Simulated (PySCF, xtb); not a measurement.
Ge(F)(OH)2(NH2) (FGeH4NO2), SMILES [NH2][Ge]([OH])([OH])[F]. Other conformers were not sampled.

Harmonic wavenumbers (cm⁻¹) from GFN2-xTB (xtb) at its own minimum, in rising order: 108, 164, 169, 201, 217, 229, 266, 286, 472, 562, 602, 620, 689, 800, 809, 824, 1462, 3423, 3450, 3633, 3654.

### Question
What does PBE-D3(BJ)/def2-SVP (PySCF) give at its own minimum? (Estimate from the structure and the level; the computed values follow.)

### Answer
115, 128, 170, 222, 245, 248, 283, 290, 544, 659, 701, 723, 733, 877, 897, 913, 1490, 3450, 3550, 3715, 3727. Paired by order, the mean absolute difference is 53 cm⁻¹ and the zero-point energies are 32.4 and 33.8 kcal/mol.
